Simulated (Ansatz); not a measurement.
Correlation energies of `C[Se][Sn]([Cl])([Cl])[Cl]` by basis set

| atom | x (Å) | y (Å) | z (Å) |
| --- | --- | --- | --- |
| C1 | 0.938 | -0.788 | -1.252 |
| Se2 | -0.620 | 0.386 | -1.456 |
| Sn3 | -0.930 | 0.766 | 0.979 |
| Cl4 | -1.272 | -1.213 | 2.123 |
| Cl5 | -2.715 | 2.158 | 1.391 |
| Cl6 | 0.953 | 1.689 | 1.951 |
| H7 | 1.221 | -1.062 | -2.267 |
| H8 | 1.756 | -0.254 | -0.775 |
| H9 | 0.669 | -1.682 | -0.693 |

Total charge 0; spin multiplicity 1. Correlated methods freeze the filled d shell of Se, Sn. Scalar relativity is left out up to krypton. Sn takes the def2 core potential. The geometry is a stationary point of PBE0-D4/def2-TZVP. It is one conformer, not always the lowest. Frozen core, restricted reference, the Gaussian-basis code of Ansatz.

```json
{"basis": "def2-SVP", "HF (Eh)": "-4030.71466", "MP2 corr.": "-0.72924"}
{"basis": "def2-TZVPP", "HF (Eh)": "-4031.54446", "MP2 corr.": "-0.98633"}
{"basis": "def2-QZVPP", "HF (Eh)": "-4031.63495", "MP2 corr.": "-1.07947"}
```

Estimate the CCSD correlation energy and the (T) correction in each basis where they were run (hartree).


```json
{"basis": "def2-SVP", "CCSD corr.": "-0.79209", "(T)": "-0.02089"}
{"basis": "def2-TZVPP", "CCSD corr.": "-1.05694", "(T)": "-0.04713"}
{"basis": "def2-QZVPP", "CCSD corr.": "-1.14147", "(T)": "-0.05555"}
```
